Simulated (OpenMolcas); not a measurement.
4s² 4p along the 31-electron sequence

* Program: OpenMolcas
* Method: MS-CASPT2, IPEA 0.25 Eh, imaginary shift 0.1 Eh
* Basis: ANO-RCC-VQZP
* Scalar Hamiltonian: DKH2, point nucleus
* Spin-orbit coupling: state interaction with AMFI integrals over the reference wave functions, term energies averaged over their components

Active space for each ion: 3 electrons in 8 orbitals (4s 4p 5s 5p); closed shells correlated by CASPT2: 3d.

Computed levels in cm-1 above ²P°_1/2:

```csv
Level,Se3+,Br4+,Kr5+
²P°_3/2,3760,5330,7220
weight of ²P° in the lowest level (%),100,100,100
```

Measured, with the error of the calculation in %. Measured levels: Se3+, Br4+ from Moore, Atomic Energy Levels, vol. II, NSRDS-NBS 35 (1971 reprint of NBS Circular 467, 1952); Kr5+ from Saloman, J. Phys. Chem. Ref. Data 36, 215 (2007).

```tsv
Level	Se3+	Br4+	Kr5+
²P°_3/2	4376 (-14.1)	6090 (-12.5)	8110 (-11.0)
```

The fine-structure level ²P°_3/2 changes by a factor of 1.92 from Se3+ to Kr5+. Its fourth root runs 7.83, 8.54, 9.22, with steps per unit of Z of 0.71, 0.67; equal steps would mean a (Z - σ)^4 law with constant σ.

Over all roots computed the reference weight is 0.89 to 0.98 in Se3+, 0.90 to 0.99 in Br4+, 0.90 to 0.99 in Kr5+; the roots of lowest weight are the least certain, and an intruder state may touch them. Active for correlation alone: 5p 5s; no level in the range computed is led by a configuration that fills them, so any true level of that kind is missing. Measured partners are found by configuration, term and J. A level has none where our copy of the source lacks it or the pairing is in doubt (some pairs that miss far off the trend of their configuration count as doubtful), and it then counts in no deviation. Only configurations of the active space appear.

° marks odd parity.
